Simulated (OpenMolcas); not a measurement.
A calculation on Pd VII.

```json
{
  "Program": "OpenMolcas",
  "Method": "CASSCF",
  "Basis": "ANO-RCC-VQZP [8s7p5d3f2g1h]",
  "Scalar Hamiltonian": "DKH2, point nucleus",
  "Active space": "4 electrons in 10 orbitals (4d 5d)",
  "State averaging": "2S+1 = 5 even, 5 roots; 2S+1 = 3 even, 45 roots; 2S+1 = 1 even, 49 roots",
  "Spin-orbit coupling": "RASSI with atomic mean-field integrals over the reference wave functions, term energies averaged over their components"
}
```

Question: Which level of the active space comes out lowest?

Answer: 4d4 5D0, with 96 % of that term.

Question: How high does 4d4 3P1(1) lie?

Answer: 27344 cm-1 above the lowest level.

Question: How high does 4d4 5D1 lie?

Answer: 822 cm-1 above the lowest level.

Question: How high does 4d4 3H4 lie?

Answer: 24195 cm-1 above the lowest level.

Question: The level at 28322 cm-1 has J = 3. What is it made of, and what is its g factor?

Answer: 53 % 4d4 3F3(1), 46 % 4d4 3G; g = 0.933, against 1.084 from Landé's formula for the pure leading term.

Without dynamic correlation excited terms often stand tens of per cent too high (terms of higher spin than the ground term too low), and those without a measured partner can miss by more than the paired ones. Active for correlation alone: 5d; no level in the range computed is led by a configuration that fills it, so any true level of that kind is missing. Levels of configurations outside the active space are missing.

A number in round brackets counts repeated terms of one configuration in the order of the reference energies.
